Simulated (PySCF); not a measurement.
The third ionisation energy along the second row

All values are computed (PySCF 2.14, energy differences of UHF-based or UKS calculations, no spin-orbit coupling). Values in eV. The last column holds reference values (NIST; (s) semi-empirical, (t) theoretical, else measured). Unmarked ones compare directly (S terms, centres of terms, or small fine structure); those marked * lie between the lowest fine-structure levels and include a spin-orbit shift.

| element | configurations | UHF | MP2 (valence) | SCS-MP2 (valence) | CCSD (valence) | CCSD(T) (valence) | reference |
| --- | --- | --- | --- | --- | --- | --- | --- |
| N (def2-TZVP, non-relativistic) | [He] 2s2 2p1 → [He] 2s2 | 47.297 | 47.465 | 47.417 | 47.212 | 47.240 | 47.445 (s) * |
| O (def2-TZVP, non-relativistic) | [He] 2s2 2p2 → [He] 2s2 2p1 | 54.607 | 54.971 | 54.832 | 54.753 | 54.763 | 54.936 (s) * |
| F (def2-TZVP, non-relativistic) | [He] 2s2 2p3 → [He] 2s2 2p2 | 62.258 | 62.824 | 62.571 | 62.603 | 62.604 | 62.708 (s) * |

"Valence" correlates the outer s and p shells and, in groups 3 to 12 and the f block, the outer d or f shell, open or full, or the next shell where the ion has no valence electron left; the wider scheme adds the next inner shell.
